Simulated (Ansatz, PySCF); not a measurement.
Gas-phase reaction (SMILES): C/C=C\C#N + 7 [H][H] (H2) -> 4 C (CH4) + N (NH3); energy of full hydrogenation.

Geometries: B3LYP-D3(BJ)/def2-TZVP minima from Ansatz (a quantum-chemistry and plane-wave program). Cores are frozen in the correlated levels unless marked. No spin-orbit coupling. No relativistic terms. CBS(X,Y): correlation extrapolated as X^-3; Hartree-Fock from the larger set. The bracket is a focal-point correction in the basis named. Unstable Hartree-Fock reference: C/C=C\C#N. Thermal terms are rigid-rotor harmonic-oscillator values from B3LYP-D3(BJ) frequencies (PySCF) at 298.15 K and 1 atm. 1 Eh = 627.5095 kcal/mol.

| species | E, RI-MP2/CBS(aug-cc-pVTZ,aug-cc-pVQZ)+[CCSD(T)-MP2]/aug-cc-pVTZ (Ansatz) (Eh) | E, wB97X-V/def2-TZVPD (Ansatz) (Eh) | H - E (Eh) | G - E (Eh) |
|---|---|---|---|---|
| C/C=C\C#N | -209.88440 | -210.16420 | 0.08541 | 0.05060 |
| [H][H] (H2) | -1.17524 | -1.17238 | 0.01336 | -0.00144 |
| C (CH4) | -40.46129 | -40.51531 | 0.04840 | 0.02728 |
| N (NH3) | -56.50756 | -56.56167 | 0.03799 | 0.01614 |

Question: Work out ΔE and ΔH, ΔG, ΔS and the equilibrium constant at 298.15 K at the first level, then ΔH at the second.

Answer: 
1. ΔE = [4×(-40.46129) + (-56.50756)] - [(-209.88440) + 7×(-1.17524)] = -0.24164 Eh = -151.6 kcal/mol at RI-MP2/CBS(aug-cc-pVTZ,aug-cc-pVQZ)+[CCSD(T)-MP2]/aug-cc-pVTZ.
2. The terms H - E add up to 0.05266 Eh, so ΔH = (-0.24164 + (0.05266))×627.5095 = -118.6 kcal/mol.
3. The terms G - E add up to 0.08474 Eh, so ΔG = -98.5 kcal/mol, and ΔS = (0.05266 - (0.08474))×627509.5/298.15 = -67.5 cal/(mol K).
4. log10 K = -ΔG/(RT ln 10) = 72.2, with RT ln 10 = 1.3642 kcal/mol.
5. With ΔH and ΔS taken as constant, ΔG changes sign near ΔH/ΔS = 1760 K, a rough figure that leaves out heat capacities.
6. At wB97X-V/def2-TZVPD the same steps give ΔE = -158.2 and ΔH = -125.1 kcal/mol, a shift of -6.5 from the first level.
7. These values are not checked against measurement here, since the tables used lack a sound gas-phase enthalpy of formation for at least one species.
